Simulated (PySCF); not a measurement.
CuF2, SMILES [F][Cu-][F], charge -1, multiplicity 1. Coordinates come from a B3LYP-D3(BJ)/def2-TZVPD optimisation. The spin state was assumed, not searched.

These are B3LYP-D3(BJ)/def2-TZVPD (PySCF) values and carry that method's errors.

Harmonic wavenumbers (cm⁻¹): 171, 171, 465, 580. Rotational constants (GHz): 4.032 (linear); symmetry number 2.

### Question
Work out the zero-point energy and the ideal-gas rigid-rotor harmonic-oscillator thermochemistry at 298.15 K and 1 atm.

### Answer
ZPE = ½ Σ hcν = ½ × 1388 cm⁻¹ = 8.30 kJ/mol. H − E(el) = 21.27 kJ/mol. Entropy in J/(mol K): translation 166.37, rotation 63.58, vibration 25.45, total 255.40. G − E(el) = -54.87 kJ/mol. Cp = 54.86 J/(mol K).
